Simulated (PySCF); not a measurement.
# How methods differ on the excitation energy of As

As [Ar] 3d10 4s2 4p3 (4S) → As [Ar] 3d10 4s2 4p2 4d1 (high-spin determinant), as a difference of total energies. Computed with PySCF 2.14 in aug-cc-pVTZ-DK (7s6p4d2f, 59 functions), with the spin-free X2C one-electron Hamiltonian (Gaussian nucleus). Correlated levels: valence: [Ar] 3d10 frozen. The calculations carry no spin-orbit coupling.

| method | excitation energy (cm⁻¹) |
| --- | --- |
| UHF | 71312 |
| LDA | 68328 |
| PBE | 67120 |
| PBE0 | 69014 |
| r2SCAN | 70887 |
| TPSSh | 69168 |
| TPSS | 68496 |
| HSE06 | 68642 |
| B3LYP | 67989 |
| MP2 (valence) | 72048 |
| SCS-MP2 (valence) | 71678 |

A first-order spin-orbit estimate (lowest level to lowest level, LS coupling) adds -0.118 eV.

The promoted electron is Rydberg-like, and one or two diffuse shells describe it only roughly, which tends to raise the upper state.

In the upper state the promoted electron has a positive orbital energy at LDA, PBE, PBE0, r2SCAN, TPSSh, TPSS, HSE06, B3LYP, so the basis confines it.

The determinant of the upper state mixes LS terms, which raises its energy above the lowest term, most at the Hartree-Fock and MP2 levels.
